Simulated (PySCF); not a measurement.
Atom-mapped SMILES (the numbers label the heavy atoms): `[CH3:1][CH2:2][O:3][C:4]([SiH3:5])([SiH3:6])[SiH3:7]`. Hydrogens are named by the atom that carries them.

Calculated, not measured (PySCF 2.14.0 with density-fitted response routines): GFN2-xTB geometry, shieldings: GIAO PBE0/pcSseg-1. Rapidly exchanging positions averaged, gas phase, non-relativistic, a single conformation.

δ = σ(ref) − σ, references computed at the same level: ¹³C and ¹H and ²⁹Si vs TMS; ¹⁷O against H2O.

```csv
atoms,nucleus,count,δ (ppm)
Si5/Si6/Si7,²⁹Si,3,-68.1
H(Si5)/H(Si6)/H(Si7),¹H,9,4.15
H(C1),¹H,3,?
H(C2),¹H,2,3.68
C4,¹³C,1,?
C1,¹³C,1,18.7
O3,¹⁷O,1,40.9
C2,¹³C,1,70.1
```

Task: Estimate the values marked ?.

Result: 
- C4: 54.1 ppm, fully substituted sp3 carbon bonded to O and 3 Si; deshielded by the electronegative neighbour
- H(C1): 1.31 ppm, hydrogen on a methyl carbon

Shifts are as computed. Against solution values, carbons near 30 ppm lie about +3 ppm off and those near 130 ppm about +5 ppm. Of 1211 compounds with measured shifts, 218 miss one by over three times the rms of a fit or turn the order of signals round; such compounds aren't used in these exercises. Experimental scales use liquid or dissolved standards, which lie at an offset from isolated H2O (liquid H2O: subtract about 36 ppm).
